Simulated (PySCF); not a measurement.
Gas-phase reaction: 3 BH3 + 3 NH ⇌ borazine + 6 H

Method: PySCF energies (xtb for GFN2) plus ideal-gas RRHO corrections (1 bar). † marks an energy on the PBE0/def2-TZVP geometry and frequencies; other levels use their own. CCSD(T) freezes the core. 6-31G* has spherical d functions here. Open shells (unrestricted): NH (multiplicity 3), H (multiplicity 2); the rest are closed-shell singlets. GFN2 has no spin-polarisation term. B3LYP is the form with VWN-RPA correlation. CCSD(T) isn't extrapolated to the basis-set limit. The harmonic model lacks anharmonicity and excited electronic states, which grow with temperature; levels with a mode under 35 cm⁻¹ are left out.

```
level              ΔE electronic, kJ  ΔH°(298 K), kJ  ΔS°(298 K), J/K  ΔG°(1200 K), kJ
-----------------  -----------------  --------------  ---------------  ---------------
B3LYP/6-31G*                    -467            -491             -133             -369
B3LYP/def2-TZVP†                -474            -496             -133             -375
BLYP/def2-TZVP†                 -492            -514             -133             -392
CCSD(T)/def2-SVP†               -549            -571             -133             -450
GFN2-xTB                        -677            -707             -129             -591
HF/6-31G*                       -247            -272             -134             -148
HF/def2-TZVP†                   -257            -279             -133             -157
PBE0/def2-TZVP                  -595            -617             -133             -495
r2SCAN/def2-TZVP†               -557            -579             -133             -457
```
ΔH° is lowest at GFN2-xTB and highest at HF/6-31G*. No reference value is set beside these.
